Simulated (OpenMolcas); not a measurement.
Cu VII: Racah parameters, worked from levels

```
Program             : OpenMolcas 26.06
Basis               : ANO-R3 [7s5p5d3f2g1h]
Scalar Hamiltonian  : X2C, finite nucleus
Active space        : 5 electrons in 5 orbitals (3d)
State averaging     : 2S+1 = 6 even, 1 root; 2S+1 = 4 even, 24 roots; 2S+1 = 2 even, 75 roots
Spin-orbit coupling : RASSI with atomic mean-field integrals over the reference wave functions, term energies averaged over their components
```

Methods: CASSCF; MS-CASPT2, IPEA 0.25 Eh, imaginary shift 0.1 Eh (closed shells correlated: 3s 3p).

**Racah parameters.** Above 6S, d5 has 4D at 17B + 5C, 4G at 10B + 5C and 4P at 7B + 7C. The first two fix B and C, and the third tests them; where it misses by thousands of cm-1, two parameters do not describe the configuration (Trees and configuration-interaction terms are left out) and B and C hang on the terms chosen. Term energies are centres of gravity, weighted by 2J + 1.

| Source | 4D | 4G | B | C | C/B | 4P from B, C | 4P found |
| --- | --- | --- | --- | --- | --- | --- | --- |
| CASSCF | 64538 | 51786 | 1822 | 6714 | 3.68 | 59752 | 59392 |
| MS-CASPT2 | 57268 | 47583 | 1384 | 6749 | 4.88 | 56931 | 52308 |

Energies in cm-1. From CASSCF to MS-CASPT2, B changes by -24.0 % and C by +0.5 %.

Term energies are means over components that CASPT2 splits; among the terms shown or strongly mixed into the levels shown the widest spread is 190 cm-1 (3d5 4G, MS-CASPT2). Without dynamic correlation excited terms often stand tens of per cent too high (terms of higher spin than the ground term too low), and those without a measured partner can miss by more than the paired ones (holds for CASSCF). Blocks of more than 70 roots (2S+1 = 2 even) ran without multistate coupling (holds for MS-CASPT2). Levels of configurations outside the active space are missing.
